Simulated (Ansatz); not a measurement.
C2H8O2Si can be A, `OCCO[SiH3]`, or B, `COC(O)[SiH3]`.

Calculated with Ansatz (gas phase, PBE0-D4/def2-TZVP geometries, no zero-point term in ΔE). CCSD(T)/CBS is the MP2 limit (def2-TZVPP, def2-QZVPP) plus CCSD(T) − MP2 in def2-TZVPP, frozen cores. DFT in def2-TZVPP. B3LYP here is the variant with VWN-RPA as its local correlation; programs differ in this. One conformer a species, not always the lowest.

Question: Which is lower in electronic energy at CCSD(T)/CBS, and by how much? (Best estimate.)

Answer: Computed: A, by 141.8 kJ/mol.

Question: Give E(B) − E(A) in kJ/mol with PBE-D4, HF/def2-TZVPP, B3LYP-D4, MP2/def2-TZVPP, B2PLYP, CCSD/def2-TZVPP, B3LYP. (Best estimate.)

Answer: Ansatz gave: PBE-D4 122.7, HF/def2-TZVPP 154.6, B3LYP-D4 135.3, MP2/def2-TZVPP 145.9, B2PLYP 140.6, CCSD/def2-TZVPP 143.0, B3LYP 136.6. None reverses the order clearly.

Largest T1 diagnostic: 0.012.

In def2-TZVPP, CCSD(T) changes the Hartree–Fock value by −15.0 kJ/mol (the triples alone add −3.4 kJ/mol) and MP2 by −8.7 kJ/mol. From PBE to PBE0 (25 % exact exchange), in def2-TZVPP and without D4, E(B) − E(A) moves by +8.9 kJ/mol.
